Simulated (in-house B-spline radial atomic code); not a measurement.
As⁴⁺. Computed with a B-spline radial atomic code. Model: all-electron spherical atom, spin shells full or empty, radial basis limit, no spin-orbit coupling, Breit or QED, empty-state partial waves extrapolated as (l+1/2)^-4, RPA, G0W0 and static COHSEX of the highest shell as one setting changes (uncorrelated shells keep exact exchange).

Empty levels are discrete states of a finite basis, so the steps are uneven.

Given: element As; charge 4; filled core Ar; hamiltonian one-electron scalar X2C; mean-field start Hartree-Fock; highest l of empty states 9; nuclear rms radius 4.0968 fm; lowest nl shells left uncorrelated 0; highest mean-field shell 4s up; box radius 11.96 bohr.

Shell: 3d 5 5, 4s 1 0 (electrons up and down).

```json
{"highest empty level kept (hartree)": "8.33", "RPA correlation energy (hartree)": "-0.42897", "G0W0 level (eV)": "-62.978", "G0W0 minus most complete (meV)": "299.5", "COHSEX level (eV)": "-63.762", "linearised minus solved G0W0 (meV)": "0.2"}
{"highest empty level kept (hartree)": "16.67", "RPA correlation energy (hartree)": "-0.70077", "G0W0 level (eV)": "-63.106", "G0W0 minus most complete (meV)": "171.8", "COHSEX level (eV)": "-64.001", "linearised minus solved G0W0 (meV)": "0.3"}
{"highest empty level kept (hartree)": "29.17", "RPA correlation energy (hartree)": "-0.93777", "G0W0 level (eV)": "-63.165", "G0W0 minus most complete (meV)": "112.8", "COHSEX level (eV)": "-64.133", "linearised minus solved G0W0 (meV)": "0.3"}
{"highest empty level kept (hartree)": "50", "RPA correlation energy (hartree)": "?", "G0W0 level (eV)": "?", "G0W0 minus most complete (meV)": "?", "COHSEX level (eV)": "?", "linearised minus solved G0W0 (meV)": "?"}
{"highest empty level kept (hartree)": "83.33", "RPA correlation energy (hartree)": "-1.4007", "G0W0 level (eV)": "-63.235", "G0W0 minus most complete (meV)": "42.1", "COHSEX level (eV)": "-64.329", "linearised minus solved G0W0 (meV)": "0.3"}
{"highest empty level kept (hartree)": "150", "RPA correlation energy (hartree)": "-1.6037", "G0W0 level (eV)": "-63.254", "G0W0 minus most complete (meV)": "22.9", "COHSEX level (eV)": "-64.386", "linearised minus solved G0W0 (meV)": "0.3"}
{"highest empty level kept (hartree)": "250", "RPA correlation energy (hartree)": "-1.7395", "G0W0 level (eV)": "-63.264", "G0W0 minus most complete (meV)": "13.3", "COHSEX level (eV)": "-64.415", "linearised minus solved G0W0 (meV)": "0.3"}
{"highest empty level kept (hartree)": "500", "RPA correlation energy (hartree)": "-1.8381", "G0W0 level (eV)": "-63.27", "G0W0 minus most complete (meV)": "7.3", "COHSEX level (eV)": "-64.432", "linearised minus solved G0W0 (meV)": "0.3"}
{"highest empty level kept (hartree)": "1000", "RPA correlation energy (hartree)": "-1.9304", "G0W0 level (eV)": "-63.274", "G0W0 minus most complete (meV)": "3.2", "COHSEX level (eV)": "-64.445", "linearised minus solved G0W0 (meV)": "0.3"}
{"highest empty level kept (hartree)": "2083.3", "RPA correlation energy (hartree)": "-1.9857", "G0W0 level (eV)": "-63.276", "G0W0 minus most complete (meV)": "1.4", "COHSEX level (eV)": "-64.45", "linearised minus solved G0W0 (meV)": "0.3"}
{"highest empty level kept (hartree)": "5000", "RPA correlation energy (hartree)": "?", "G0W0 level (eV)": "?", "G0W0 minus most complete (meV)": "?", "COHSEX level (eV)": "?", "linearised minus solved G0W0 (meV)": "?"}
{"highest empty level kept (hartree)": "16667", "RPA correlation energy (hartree)": "-2.0272", "G0W0 level (eV)": "-63.277", "G0W0 minus most complete (meV)": "0", "COHSEX level (eV)": "-64.454", "linearised minus solved G0W0 (meV)": "0.3"}
```

**Question.** What follows for highest empty level kept = 5000?

**Answer.** RPA correlation energy -2.0158 hartree; G0W0 level -63.277 eV; G0W0 minus most complete 0.4 meV; COHSEX level -64.453 eV; linearised minus solved G0W0 0.3 meV.

**Question.** What follows for highest empty level kept = 50?

**Answer.** RPA correlation energy -1.202 hartree; G0W0 level -63.209 eV; G0W0 minus most complete 68.1 meV; COHSEX level -64.252 eV; linearised minus solved G0W0 0.3 meV.
